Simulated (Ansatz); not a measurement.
`CN(C)c1ccc(C#Cc2ccc(C#Cc3ccc(C#Cc4ccc(C#CC#N)cc4)cc3)cc2)cc1`. The state is a singlet with charge 0. Geometry r2SCAN-D4/def2-SVP; atoms count from 1.

```xyz
59

C    11.9265    2.9730    3.7082
N    10.8406    3.9104    3.5230
C    11.0524    5.3201    3.7682
C     9.6082    3.4619    3.1140
C     8.5175    4.3557    2.9427
C     7.2751    3.8974    2.5313
C     7.0421    2.5281    2.2640
C     5.7722    2.0665    1.8448
C     4.6691    1.6673    1.4830
C     3.3979    1.2078    1.0670
C     3.1925   -0.1518    0.7216
C     1.9456   -0.6019    0.3151
C     0.8444    0.2856    0.2355
C    -0.4294   -0.1739   -0.1763
C    -1.5348   -0.5709   -0.5314
C    -2.8106   -1.0271   -0.9387
C    -3.9150   -0.1409   -0.9895
C    -5.1659   -0.5878   -1.3869
C    -5.3686   -1.9409   -1.7521
C    -6.6462   -2.3970   -2.1564
C    -7.7541   -2.7910   -2.5056
C    -9.0325   -3.2449   -2.9073
C    -9.2374   -4.5973   -3.2757
C   -10.4900   -5.0433   -3.6688
C   -11.5888   -4.1521   -3.7087
C   -12.8671   -4.6056   -4.1090
C   -13.9771   -4.9989   -4.4563
C   -15.2104   -5.4361   -4.8425
N   -16.2699   -5.8116   -5.1742
C   -11.3888   -2.8000   -3.3415
C   -10.1351   -2.3566   -2.9488
C    -4.2652   -2.8273   -1.7036
C    -3.0143   -2.3804   -1.3059
C     1.0484    1.6446    0.5791
C     2.2954    2.0952    0.9845
C     8.1292    1.6393    2.4333
C     9.3751    2.0865    2.8464
H    12.1913    2.4529    2.7689
H    11.6809    2.2018    4.4612
H    12.8152    3.5130    4.0571
H    12.0968    5.4836    4.0609
H    10.4074    5.7020    4.5812
H    10.8533    5.9293    2.8676
H     8.6430    5.4217    3.1361
H     6.4531    4.6078    2.4088
H     4.0348   -0.8463    0.7797
H     1.8007   -1.6531    0.0517
H    -3.7685    0.9052   -0.7089
H    -6.0114    0.1043   -1.4212
H    -8.3924   -5.2892   -3.2466
H   -10.6395   -6.0882   -3.9516
H   -12.2341   -2.1082   -3.3706
H    -9.9859   -1.3119   -2.6661
H    -4.4114   -3.8736   -1.9840
H    -2.1688   -3.0721   -1.2711
H     0.2058    2.3391    0.5218
H     2.4405    3.1462    1.2481
H     7.9787    0.5751    2.2332
H    10.1794    1.3588    2.9612
```

Single mean-field runs in def2-SVP are fitted with def2-universal-jkfit.

Q: Estimate the Mulliken populations of the heavy atoms from the PBE0/def2-SVP orbitals of Ansatz.

A: 
| atom | charge (e) |
| --- | --- |
| C1 | 0.07 |
| N2 | -0.40 |
| C3 | 0.07 |
| C4 | 0.22 |
| C5 | -0.09 |
| C6 | 0.01 |
| C7 | -0.08 |
| C8 | -0.01 |
| C9 | -0.03 |
| C10 | -0.06 |
| C11 | 0.01 |
| C12 | 0.01 |
| C13 | -0.07 |
| C14 | 0.00 |
| C15 | -0.02 |
| C16 | -0.06 |
| C17 | 0.01 |
| C18 | 0.02 |
| C19 | -0.07 |
| C20 | 0.00 |
| C21 | -0.02 |
| C22 | -0.06 |
| C23 | 0.01 |
| C24 | 0.03 |
| C25 | -0.11 |
| C26 | -0.02 |
| C27 | 0.02 |
| C28 | -0.11 |
| N29 | 0.02 |
| C30 | 0.03 |
| C31 | 0.01 |
| C32 | 0.02 |
| C33 | 0.01 |
| C34 | 0.01 |
| C35 | 0.01 |
| C36 | 0.01 |
| C37 | -0.09 |
Mulliken values depend strongly on the basis.

Q: And the Mayer bond orders between heavy atoms (over 0.3)?

A: C1–N2 1.00 (1.45 Å); N2–C3 1.00 (1.45 Å); N2–C4 1.15 (1.37 Å); C4–C5 1.28 (1.42 Å); C4–C37 1.28 (1.42 Å); C5–C6 1.43 (1.39 Å); C6–C7 1.32 (1.41 Å); C7–C8 1.04 (1.41 Å); C7–C36 1.32 (1.41 Å); C8–C9 2.56 (1.23 Å); C9–C10 1.04 (1.41 Å); C10–C11 1.32 (1.42 Å); C10–C35 1.32 (1.42 Å); C11–C12 1.41 (1.39 Å); C12–C13 1.32 (1.42 Å); C13–C14 1.04 (1.42 Å); C13–C34 1.32 (1.42 Å); C14–C15 2.56 (1.23 Å); C15–C16 1.04 (1.41 Å); C16–C17 1.32 (1.42 Å); C16–C33 1.32 (1.42 Å); C17–C18 1.41 (1.39 Å); C18–C19 1.32 (1.42 Å); C19–C20 1.04 (1.42 Å); C19–C32 1.32 (1.42 Å); C20–C21 2.57 (1.23 Å); C21–C22 1.04 (1.41 Å); C22–C23 1.32 (1.42 Å); C22–C31 1.32 (1.42 Å); C23–C24 1.41 (1.39 Å); C24–C25 1.31 (1.42 Å); C25–C26 1.07 (1.41 Å); C25–C30 1.31 (1.42 Å); C26–C27 2.44 (1.23 Å); C27–C28 1.04 (1.36 Å); C28–N29 2.85 (1.17 Å); C30–C31 1.41 (1.39 Å); C32–C33 1.41 (1.39 Å); C34–C35 1.41 (1.39 Å); C36–C37 1.43 (1.39 Å).
